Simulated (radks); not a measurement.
Problem. The bismuth anion Bi3-, [Rn], held by a Watson sphere: a shell of charge +3.9 at radius R that stands for the Madelung well of a crystal (potential energy -3.9/R inside, -3.9/r outside, in hartree with lengths in bohr). All-electron calculation, scalar-relativistic Kohn-Sham, r2SCAN, spin-polarised, spherical densities, finite nucleus; meta-GGA in the generalised Kohn-Sham scheme; Fermi nuclear charge, rms radius of each element as measured or else 0.836 A^(1/3) + 0.57 fm. Program: a radial shooting solver on a logarithmic mesh with Libxc functionals.

| R (bohr) | e(5d) (eV) | e(6s) (eV) | e(6p) (eV) | <r> 6p (bohr) | sum of <r^2> (bohr^2) | X-ray form factor at sin(theta)/lambda = 0.2 1/angstrom |
|---|---|---|---|---|---|---|
| 3 | -33.395 | -22.514 | -12.935 | 2.882 | 100.6 | 69.959 |
| 3.02 | -33.314 | -22.421 | -12.875 | 2.890 | 101.0 | 69.954 |
| 3.47 | -31.794 | -20.544 | -11.560 | 3.078 | 109.2 | 69.889 |
| 3.56 | -31.545 | -20.216 | -11.311 | 3.115 | 110.9 | 69.885 |
| 4.69 | -29.319 | -17.178 | -8.666 | 3.556 | 132.7 | 69.962 |
| 5.44 | -28.388 | -15.936 | -7.371 | 3.826 | 148.0 | 70.038 |

Estimate the row for R = 4.17 bohr.

Solution. e(5d) (eV) -30.179; e(6s) (eV) -18.358; e(6p) (eV) -9.771; <r> 6p (bohr) 3.358; sum of <r^2> (bohr^2) 122.5; X-ray form factor at sin(theta)/lambda = 0.2 1/angstrom 69.908.
